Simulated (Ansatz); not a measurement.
## A substitution series on Ge: H to Cl

Gas-phase molecules. On one Ge centre that keeps NH2, n of the H ligands are replaced by Cl. The HOMO–LUMO gap y in eV at wB97M-V/def2-TZVPP. Shapes: PBE0-D4/def2-TZVP. Flexible molecules stand in one conformer, not always the lowest. Programs: Ansatz 0.2.0.

| molecule | n | y (eV) |
| --- | --- | --- |
| GeH3(NH2) | 0 | 11.66 |
| GeH2(NH2)Cl | 1 | ? |
| GeH(NH2)Cl2 | 2 | 12.17 |
| Ge(NH2)Cl3 | 3 | 11.65 |

Q: Fit y = c + s·n to the known rows and predict GeH2(NH2)Cl.

A: 
1. Means of the 3 rows: n = 1.66667, y = 11.827.
2. Σ(Δn)² = 4.6667, Σ(Δn·Δy) = 0.15667, so the slope is 0.15667/4.6667 = 0.033572.
3. Intercept: 11.827 − (0.033572) × 1.66667 = 11.771. The largest residual of the fit is 0.33.
4. GeH2(NH2)Cl: 11.771 + (0.033572) × 1 = 11.80 eV.

The run gave 12.20 eV, so the prediction is off by -0.40 eV, about the largest residual. The step per swap changes from +0.54 to -0.52 eV along the series, so a line misses the bend. Other levels give for GeH2(NH2)Cl: PBE-D4/def2-TZVPP 5.82; B3LYP-D4/def2-TZVPP 7.63; wB97X-V/def2-TZVPP 12.69 eV. Orbital gaps aren't excitation energies, and the LUMO depends on the basis. Relativity is left out for Ge. The series isn't monotonic at this level.
